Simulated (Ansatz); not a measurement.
Molecule: sum formula H5SiN2O2, charge -1, multiplicity 1. It need not be the lowest isomer of its formula. Whether it binds its extra electron was not tested at this geometry. 
Structure (B3LYP-D3(BJ)/def2-TZVP (Ansatz, a quantum-chemistry and plane-wave program) minimum search):
```
Si
O 1 1.5556
O 1 1.7052 2 120.08
H 3 0.9609 1 108.57 2 81.93
N 1 1.7814 2 116.01 3 -117.68
H 5 1.0123 1 110.70 2 -1.74
H 5 1.0126 6 108.00 1 -123.38
N 1 1.7833 2 111.79 3 117.81
H 8 1.0120 1 110.66 2 24.52
H 8 1.0131 9 108.24 1 -125.58
```
Charge -1, spin multiplicity 1.

Parts of the frozen-core correlation energy in cc-pV(D+d)Z (Ansatz, hartree). Frozen orbitals: 9; correlated occupied orbitals by spin: 16 and 16; virtual: 79 and 79. Spin-orbit coupling is left out. No relativistic terms.

```tsv
term	value
reference (HF)	-550.63179
MP2 opposite-spin	___
MP2 same-spin	___
CCSD correlation	-0.84947
(T)	___
T1 diagnostic	0.013
largest doubles amplitude	0.028
```

**Question.** Complete the blanks.

**Answer.** 
- MP2 opposite-spin, value: -0.60497
- MP2 same-spin, value: -0.21529
- (T), value: -0.02056
